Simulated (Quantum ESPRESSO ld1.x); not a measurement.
Isoelectronic series with 20 electrons, all held in the configuration [Ar] 4s2, which need not be the ground one along the series. Calculated with ld1.x of Quantum ESPRESSO 7.5: scalar-relativistic Kohn-Sham, PBE, spin-unpolarised, spherical densities, point nucleus. Total energies (hartree) and orbital eigenvalues (hartree):

ion,E (hartree),4s,3p,3s,2p
Ca,-680.326,-0.1384,-1.0293,-1.7306,-12.3014
Sc+,-763.749,-0.4154,-1.6845,-2.4821,-14.7677
Ti2+,-852.359,-0.7761,-2.4765,-3.3724,-17.5131
V3+,-946.154,-1.2119,-3.3946,-4.3908,-20.5267
Cr4+,-1045.139,-1.7190,-4.4340,-5.5325,-23.8040
Mn5+,-1149.323,-2.2953,-5.5923,-6.7949,-27.3424
Fe6+,-1258.716,-2.9394,-6.8679,-8.1768,-31.1403
Co7+,-1373.332,-3.6506,-8.2598,-9.6771,-35.1968
Ni8+,-1493.187,-4.4283,-9.7673,-11.2955,-39.5114
Cu9+,-1618.295,-5.2723,-11.3901,-13.0317,-44.0839
Zn10+,-1748.675,-6.1822,-13.1278,-14.8857,-48.9141
Ga11+,-1884.345,-7.1581,-14.9803,-16.8574,-54.0022
Ge12+,-2025.326,-8.1997,-16.9474,-18.9472,-59.3483
As13+,-2171.636,-9.3072,-19.0293,-21.1551,-64.9526
Se14+,-2323.299,-10.4807,-21.2259,-23.4816,-70.8156
